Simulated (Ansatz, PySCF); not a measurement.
Isomers of CHN: 1 is C#N, 2 is [C-]#[NH+]; one conformer of each (the lowest of an xTB search), B3LYP-D3(BJ)/def2-TZVP minima.
Isomer 1 (charge 0, multiplicity 1):
```csv
atom,x (Å),y (Å),z (Å)
C,-0.0265,0.0000,0.0000
N,1.1197,0.0000,0.0000
H,-1.0932,0.0000,0.0000
```
Isomer 2 (charge 0, multiplicity 1, Z-matrix in Å and degrees):
```
N
C 1 1.1640
H 1 0.9974 2 179.99
```

No zero-point or thermal terms.

Correlated levels freeze the cores. CBS: X⁻³ extrapolation of the correlation energy, Hartree–Fock from the larger set.

Programs: Ansatz (Gaussian basis) for Hartree–Fock, density functionals and correlated methods; PySCF for the dispersion terms. Values without a source in brackets are computed.

Question: What is the computed electronic energy of isomer 2 less that of isomer 1 (B3LYP-D3(BJ)/def2-TZVPP)?

Answer: 58 kJ/mol

Ansatz is a program for electronic structure.
